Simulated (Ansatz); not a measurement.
SnBr2 (the lowest singlet isomer of a short search) was relaxed with r2SCAN-D4 (def2-TZVP) in Ansatz in these states: charge +1 doublet, neutral quintet, neutral singlet, neutral triplet. The geometries follow in no particular order.

In the def2 sets Sn takes a core potential; there is no spin–orbit coupling.

A:

```xyz
3

Sn    0.8138    0.6098    0.3910
Br    0.6228   -0.6645   -1.7779
Br   -1.4366    0.0547    1.3868
```

B:

```xyz
3

Sn   -0.667   -0.406    0.230
Br    1.539   -1.259    0.797
Br   -0.872    1.665   -1.028
```

C:

```xyz
3

Sn    0.0074   -0.0027   -0.0007
Br   -0.9142   -2.5412    0.1183
Br    0.9068    2.5439   -0.1176
```

D:

Cartesian coordinates in Å:
```
Sn -0.801 0.223 0.121
Br 0.202 0.322 -2.173
Br 0.599 -0.546 2.051
```

Judge from the bond lengths which geometry belongs to which state (an estimate).

A is the neutral singlet (Sn1–Br3 2.523 Å, Sn1–Br2 2.523 Å); B is the charge +1 doublet (Sn1–Br3 2.432 Å, Sn1–Br2 2.432 Å); C is the neutral quintet (Sn1–Br3 2.703 Å, Sn1–Br2 2.703 Å); D is the neutral triplet (Sn1–Br3 2.506 Å, Sn1–Br2 2.506 Å).

At r2SCAN-D4/def2-TZVP the gap within one spin of the charge 0 quintet nearly closes, so an electron or hole may be smeared out by delocalisation error. At PBE0-D4/def2-TZVP a singlet lies 6.55 eV below the neutral quintet. At PBE0-D4/def2-TZVP a singlet lies 2.47 eV below the neutral triplet. These are the stationary points nearest to one start from a short search; other shapes may lie lower in each state.
